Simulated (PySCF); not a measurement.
# Excitation energy of Cl by level of theory

Cl [Ne] 3s2 3p5 (2P) → Cl [Ne] 3s1 3p6 (2S), as a difference of total energies. Computed with PySCF 2.14 in aug-cc-pCVTZ-DK with one added diffuse shell each of s, p, d, f type (9s8p6d4f, 91 functions), with the spin-free X2C one-electron Hamiltonian (Gaussian nucleus). Correlated levels: nothing frozen. The calculations carry no spin-orbit coupling.

```
                 method  excitation energy (eV)  error (eV)
                    UHF                  15.583      +4.997
    MP2 (all electrons)                  13.020      +2.434
SCS-MP2 (all electrons)                  12.796      +2.210
   CCSD (all electrons)                  11.831      +1.245
CCSD(T) (all electrons)                  10.665      +0.079
```

Reference: 10.586 eV (measured; NIST levels, between the centres of gravity of the two terms).

Errors of the correlated levels include the incompleteness of this basis.

The coupled-cluster amplitudes are large for the upper state (T1 above 0.03 or a double amplitude above 0.15), so a single reference is strained.
